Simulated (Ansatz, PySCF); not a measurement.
Molecule: NaLi, charge 0, multiplicity 1. 
Geometry from a B3LYP-D3(BJ)/def2-TZVP (Ansatz, an electronic-structure program) optimisation:
```
Li
Na 1 2.8958
```

Quantity: atomisation energy (electronic, to ground-state atoms), in kJ/mol. Correlated levels leave the core frozen unless marked. Open shells are spin-unrestricted. No spin-orbit coupling. Non-relativistic. The coupled-cluster limit lacks core correlation, which all-electron functionals hold. CBS(X,Y): correlation extrapolated as X^-3; Hartree-Fock from the larger set.

The Hartree-Fock reference is unstable (checked in the largest basis), which strains HF and MP2. 

```tsv
level	program	atomisation energy (kJ/mol)
HF-D4/def2-TZVPD	PySCF + dftd4	(withheld)
SVWN5/def2-TZVPD	Ansatz	90.4
BLYP/def2-TZVPD	Ansatz	(withheld)
PBE0-D3(BJ)/def2-TZVP	Ansatz + dftd3	73.5
PBE0/def2-TZVP	Ansatz	71.8
M06-2X/def2-TZVPD	PySCF	90.7
wB97X-V/def2-TZVPD	Ansatz	74.9
B2PLYP-D3(BJ)/def2-TZVPD	Ansatz + dftd3	(withheld)
SCS-MP2/6-31G*	Ansatz	59.3
CCSD/def2-SVP	Ansatz	73.2
CCSD/def2-TZVPPD	Ansatz	(withheld)
CCSD/def2-QZVPPD	Ansatz	82.6
CCSD(T)/CBS(def2-TZVPPD,def2-QZVPPD)	Ansatz	84.7
```

**Question.** Some entries are withheld; supply them.

**Answer.** 
- HF-D4/def2-TZVPD, atomisation energy (kJ/mol): 7.6
- BLYP/def2-TZVPD, atomisation energy (kJ/mol): 78.0
- B2PLYP-D3(BJ)/def2-TZVPD, atomisation energy (kJ/mol): 75.1
- CCSD/def2-TZVPPD, atomisation energy (kJ/mol): 79.4
